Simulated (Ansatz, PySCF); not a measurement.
Species: CF2I, net charge 0, doublet state. It need not be the lowest isomer of its formula. 
Geometry from a B3LYP-D3(BJ)/def2-TZVP (Ansatz, a quantum-chemistry and plane-wave program) optimisation:
```xyz
4

C     -1.3480     0.0398    -0.0610
F     -1.9141    -0.3241     1.0767
F     -1.8289    -0.6957    -1.0484
I      0.7882     0.1687     0.0021
```
Charge 0, spin multiplicity 2.

Property: atomisation energy (electronic, to ground-state atoms), in eV. Valence correlation only, unless marked. Open shells are spin-unrestricted. No spin-orbit coupling. The frozen core is the preceding noble-gas configuration, with the filled d and f shells of earlier blocks. Past Kr the def2 sets carry scalar-relativistic core potentials. The coupled-cluster limit lacks core correlation, which all-electron functionals hold. CBS marks a two-point X^-3 extrapolation of the correlation energy; Hartree-Fock from the larger set. [CCSD(T)-MP2]/basis is that difference in the basis named.

```tsv
level	program	atomisation energy (eV)
HF-D3(BJ)/def2-TZVPD	PySCF + dftd3	7.93
BLYP-D4/def2-TZVPD	Ansatz + dftd4	…
B3LYP-D4/def2-TZVPD	Ansatz + dftd4	12.33
r2SCAN0-D4/def2-TZVPD	Ansatz + dftd4	…
CAM-B3LYP/def2-TZVPD	Ansatz	…
wB97X-V/def2-TZVPD	Ansatz	…
B2GP-PLYP-D3(BJ)/def2-TZVPD	Ansatz + dftd3	12.15
B2PLYP-D4/def2-TZVPD	Ansatz + dftd4	12.23
PBE-QIDH/def2-TZVPD	Ansatz	12.25
SCS-MP2/def2-SVP	Ansatz	11.43
CCSD/def2-SVP	Ansatz	10.99
CCSD/def2-SVPD	Ansatz	11.17
CCSD/def2-TZVPP	Ansatz	11.32
RI-MP2/CBS(def2-TZVPP,def2-QZVPP)+[CCSD(T)-MP2]/def2-TZVPP	Ansatz	12.23
```

Q: What belongs in the gaps?

A: 
- BLYP-D4/def2-TZVPD, atomisation energy (eV): 12.77
- r2SCAN0-D4/def2-TZVPD, atomisation energy (eV): 12.05
- CAM-B3LYP/def2-TZVPD, atomisation energy (eV): 12.35
- wB97X-V/def2-TZVPD, atomisation energy (eV): 12.40
